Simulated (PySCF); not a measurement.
Compound: C8H13BO2.
SMILES with atom numbers: `[BH2-:1]1[O:2][CH:3]=[C:4]([CH:5]2[CH2:6][CH2:7][CH2:8][CH2:9]2)[CH:10]=[O+:11]1`

Geometry (PBE0-D3(BJ)/def2-SVP, Å), atoms numbered from 1 in this order:
```xyz
24
C8H13BO2 angstrom
B      4.2911   -0.5846    0.8894
O      3.8277    0.1120   -0.3958
C      2.6124    0.3451   -0.6667
C      1.5298    0.0421    0.1600
C      0.1067    0.3313   -0.2310
C     -0.6989    1.2017    0.7817
C     -1.9390    0.3811    1.1522
C     -2.1715   -0.4981   -0.0733
C     -0.7572   -0.9346   -0.4339
C      1.8679   -0.5394    1.3866
O      3.0439   -0.8195    1.7585
H      5.0362    0.1668    1.4901
H      4.7591   -1.6703    0.5955
H      2.4364    0.8358   -1.6382
H      0.1489    0.8739   -1.1897
H     -0.0961    1.4847    1.6577
H     -0.9987    2.1448    0.2991
H     -1.7245   -0.2628    2.0231
H     -2.8040    1.0049    1.4223
H     -2.6032    0.1040   -0.8918
H     -2.8563   -1.3398    0.1092
H     -0.4274   -1.7199    0.2683
H     -0.6556   -1.3548   -1.4456
H      1.0802   -0.7804    2.1194
```

NICS = −σ at a ghost point: NICS(0) at the centroid of the ring atoms, NICS(1) 1 Å to either side along the normal of their mean plane, zz for the tensor component along that normal. Level: GIAO PBE0/pcSseg-1 (PySCF, non-relativistic, gas phase) on the PBE0-D3(BJ)/def2-SVP geometry, one conformer.

Ring bond lengths (Å), with Mayer bond orders in brackets: B1–O2 1.534 (0.67), O2–C3 1.267 (1.38), C3–C4 1.395 (1.39), C4–C10 1.399 (1.34), C10–O11 1.265 (1.39), O11–B1 1.538 (0.66); C5–C6 1.560 (1.00), C6–C7 1.532 (1.03), C7–C8 1.526 (1.03), C8–C9 1.523 (1.03), C9–C5 1.546 (0.99).

Q: Give the NICS values of each ring in ppm.

A: 
```json
{"ring": "B1–O2–C3–C4–C10–O11", "type": "6-membered ring with B and 2 O; formal bonds 2 double, 4 single", "NICS(0)": "7.3", "NICS(1), two faces": "3.2 / 3.4", "NICS(1)zz, two faces": "13.5 / 13.8", "rms pucker (Å)": "0.02", "centre to ring atoms, mean (Å)": "1.40"}
{"ring": "C5–C6–C7–C8–C9", "type": "5-membered carbocycle; formal bonds all single", "NICS(0)": "-5.4", "NICS(1), two faces": "-4.0 / -3.7", "NICS(1)zz, two faces": "-4.3 / -3.5", "rms pucker (Å)": "0.19", "centre to ring atoms, mean (Å)": "1.29"}
```

Q: What do they say, and how far can they be read as aromaticity?

A: 
- B1–O2–C3–C4–C10–O11: mean NICS(1)zz 13.7 ppm, deshielded. B1 has four or more neighbours, so the value isn't read as a sign of a π ring current.
- C5–C6–C7–C8–C9: mean NICS(1)zz -3.9 ppm, shielded. C5, C6, C7, C8, C9 have four or more neighbours, and the NICS criterion for π rings isn't applied.

Q: How do the values depend on the level or the medium?

A: 
| level | NICS(0), B1–O2–C3–C4–C10–O11 | mean NICS(1)zz, B1–O2–C3–C4–C10–O11 | NICS(0), C5–C6–C7–C8–C9 | mean NICS(1)zz, C5–C6–C7–C8–C9 |
| --- | --- | --- | --- | --- |
| PBE0/pcSseg-1, gas | 7.3 | 13.7 | -5.4 | -3.9 |
| WP04/pcSseg-1, gas | 6.5 | 12.3 | -5.0 | -3.2 |
| PBE0/pcSseg-1, IEF-PCM acetonitrile | 6.2 | 10.9 | -5.4 | -3.9 |
| PBE0/pcSseg-1, IEF-PCM chloroform | 6.5 | 11.6 | -5.4 | -3.9 |

The geometry is the same throughout; the continuum's cavity takes Bondi-type radii × 1.2.
